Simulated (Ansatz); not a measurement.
Reaction (cleavage of the Si–Ge bond): `[BH2][GeH]([CH3])[SiH3]` + `[OH][In]([Cl])[O][SiH3]` → `[SiH3][O][In]([Cl])[O][SiH3]` + `[BH2][GeH2][CH3]`

Calculated with Ansatz (gas phase, PBE0-D4/def2-TZVP geometries, no zero-point term in ΔE). CCSD(T)/CBS adds triple-zeta CCSD(T) − MP2 to the extrapolated MP2 energy (def2 sets, frozen cores). DFT in def2-TZVPP. B3LYP here is the variant with VWN-RPA as its local correlation; programs differ in this. HSE06 is defined as in plane-wave codes. def2 core potentials past Kr. For Ge, In outer-core shells are correlated without core-valence functions, which leaves a few kJ/mol of doubt a bond. Scalar relativity is left out up to krypton. Each species was taken in one conformer, which may not be the lowest.

```json
{"level": "LDA (SPW92)", "ΔE (kcal/mol)": "-11.8", "difference from CCSD(T)/CBS": "6.4"}
{"level": "PBE-D4", "ΔE (kcal/mol)": "-11.4", "difference from CCSD(T)/CBS": "6.8"}
{"level": "revPBE-D4", "ΔE (kcal/mol)": "-11.6", "difference from CCSD(T)/CBS": "6.6"}
{"level": "BLYP-D4", "ΔE (kcal/mol)": "-15.7", "difference from CCSD(T)/CBS": "2.5"}
{"level": "B97M-V", "ΔE (kcal/mol)": "-18.4", "difference from CCSD(T)/CBS": "-0.2"}
{"level": "PBE0-D4", "ΔE (kcal/mol)": "-14.2", "difference from CCSD(T)/CBS": "4.0"}
{"level": "B3LYP-D4", "ΔE (kcal/mol)": "-17.8", "difference from CCSD(T)/CBS": "0.4"}
{"level": "r2SCAN0-D4", "ΔE (kcal/mol)": "-17.4", "difference from CCSD(T)/CBS": "0.8"}
{"level": "HSE06-D4", "ΔE (kcal/mol)": "-14.2", "difference from CCSD(T)/CBS": "4.0"}
{"level": "BHLYP-D4", "ΔE (kcal/mol)": "-21.4", "difference from CCSD(T)/CBS": "-3.2"}
{"level": "CAM-B3LYP-D4", "ΔE (kcal/mol)": "-20.2", "difference from CCSD(T)/CBS": "-2.0"}
{"level": "ωB97X-V", "ΔE (kcal/mol)": "-18.6", "difference from CCSD(T)/CBS": "-0.4"}
{"level": "ωB97M-V", "ΔE (kcal/mol)": "-18.4", "difference from CCSD(T)/CBS": "-0.2"}
{"level": "B2PLYP", "ΔE (kcal/mol)": "-19.2", "difference from CCSD(T)/CBS": "-1.0"}
{"level": "PBE-QIDH", "ΔE (kcal/mol)": "-17.6", "difference from CCSD(T)/CBS": "0.6"}
{"level": "PBE", "ΔE (kcal/mol)": "-11.8", "difference from CCSD(T)/CBS": "6.4"}
{"level": "revPBE", "ΔE (kcal/mol)": "-11.9", "difference from CCSD(T)/CBS": "6.3"}
{"level": "BLYP", "ΔE (kcal/mol)": "-16.4", "difference from CCSD(T)/CBS": "1.8"}
{"level": "PBE0", "ΔE (kcal/mol)": "-14.5", "difference from CCSD(T)/CBS": "3.7"}
{"level": "r2SCANh", "ΔE (kcal/mol)": "-16.7", "difference from CCSD(T)/CBS": "1.5"}
{"level": "r2SCAN0", "ΔE (kcal/mol)": "-17.5", "difference from CCSD(T)/CBS": "0.7"}
{"level": "HSE06", "ΔE (kcal/mol)": "-14.4", "difference from CCSD(T)/CBS": "3.8"}
{"level": "BHLYP", "ΔE (kcal/mol)": "-21.9", "difference from CCSD(T)/CBS": "-3.7"}
{"level": "CAM-B3LYP", "ΔE (kcal/mol)": "-20.5", "difference from CCSD(T)/CBS": "-2.3"}
{"level": "LC-ωPBE", "ΔE (kcal/mol)": "-17.6", "difference from CCSD(T)/CBS": "0.6"}
{"level": "RPA@PBE/def2-TZVPP", "ΔE (kcal/mol)": "-18.8", "difference from CCSD(T)/CBS": "-0.6"}
{"level": "HF/def2-SVP", "ΔE (kcal/mol)": "-26.5", "difference from CCSD(T)/CBS": "-8.3"}
{"level": "MP2/def2-SVP", "ΔE (kcal/mol)": "-20.3", "difference from CCSD(T)/CBS": "-2.1"}
{"level": "CCSD/def2-SVP", "ΔE (kcal/mol)": "-20.5", "difference from CCSD(T)/CBS": "-2.3"}
{"level": "CCSD(T)/def2-SVP", "ΔE (kcal/mol)": "-19.6", "difference from CCSD(T)/CBS": "-1.4"}
{"level": "HF/def2-TZVPP", "ΔE (kcal/mol)": "-27.2", "difference from CCSD(T)/CBS": "-9.0"}
{"level": "MP2/def2-TZVPP", "ΔE (kcal/mol)": "-19.2", "difference from CCSD(T)/CBS": "-1.0"}
{"level": "SCS-MP2/def2-TZVPP", "ΔE (kcal/mol)": "-21.1", "difference from CCSD(T)/CBS": "-2.9"}
{"level": "CCSD/def2-TZVPP", "ΔE (kcal/mol)": "-19.8", "difference from CCSD(T)/CBS": "-1.6"}
{"level": "CCSD(T)/def2-TZVPP", "ΔE (kcal/mol)": "-18.6", "difference from CCSD(T)/CBS": "-0.4"}
{"level": "MP2/def2-QZVPP", "ΔE (kcal/mol)": "-19.2", "difference from CCSD(T)/CBS": "-1.0"}
{"level": "SCS-MP2/def2-QZVPP", "ΔE (kcal/mol)": "-21.2", "difference from CCSD(T)/CBS": "-3.0"}
{"level": "HF/CBS(def2)", "ΔE (kcal/mol)": "-28.0", "difference from CCSD(T)/CBS": "-9.8"}
{"level": "MP2/CBS(def2)", "ΔE (kcal/mol)": "-18.8", "difference from CCSD(T)/CBS": "-0.6"}
{"level": "CCSD/CBS(def2)", "ΔE (kcal/mol)": "-19.5", "difference from CCSD(T)/CBS": "-1.3"}
{"level": "CCSD(T)/CBS", "ΔE (kcal/mol)": "-18.2", "difference from CCSD(T)/CBS": "0"}
```

Largest T1 diagnostic among the species: 0.015.

Leaving LDA and LC-ωPBE aside and taking each functional with its dispersion term where it has one, the values spread over 10.0 kcal/mol, from BHLYP-D4 to PBE-D4. From PBE to PBE0 (25 % exact exchange), in def2-TZVPP and without D4, ΔE moves by −2.8 kcal/mol.

CCSD(T)/CBS has its own doubt, a few kJ/mol and more with outer-core shells, so smaller differences from it don't rank the levels.
